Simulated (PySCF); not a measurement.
Cost against size for one kind of job: PySCF 2.14.0, PBE0-D3(BJ)/def2-SVP geometry optimisation, gas phase, def2 core potentials past Kr; work: geometry optimisation from a GFN2-xTB start. Hardware: Arm Neoverse V1, one thread (shared host). Times come from a shared host and carry two figures at best.

```csv
species (SMILES),atoms,electrons,basis functions,SCF cycles,gradient evaluations,wall time
[NH2][W-](=[O])(=[O])=[O],7,108,98,51,6,30 s
[SiH3]C#[C][GeH3],10,64,108,26,4,17 s
C=C([S-])CC,12,48,109,45,7,26 s
C[S][GaH][CH3],11,66,113,30,5,25 s
C[N+](C)(C)[AlH2-][F],17,58,143,38,6,?
C=CC[C@@H](F)C(=O)NC,19,70,176,56,8,?
CN(C)[Si@H](O)[As]([SiH3])[SiH3],22,116,212,72,11,?
```

Question: Estimate the withheld figures.

Answer: `C[N+](C)(C)[AlH2-][F]`: 51 s; `C=CC[C@@H](F)C(=O)NC`: 2.1 min; `CN(C)[Si@H](O)[As]([SiH3])[SiH3]`: 7.1 min.

Question: With all rows, how does the wall time grow with the number of basis functions N?

Answer: A straight line through log(time) against log(N) has slope 3.7 between N = 98 and 212, and the rows scatter about it by a factor of about 1.5 (standard error of the fit). This is a fit to these rows, whose iteration counts differ, not the method's formal scaling.

Question: Which species took longest, and how many times the shortest run?

Answer: `CN(C)[Si@H](O)[As]([SiH3])[SiH3]`, at 7.1 min: about 25 times the shortest (17 s).
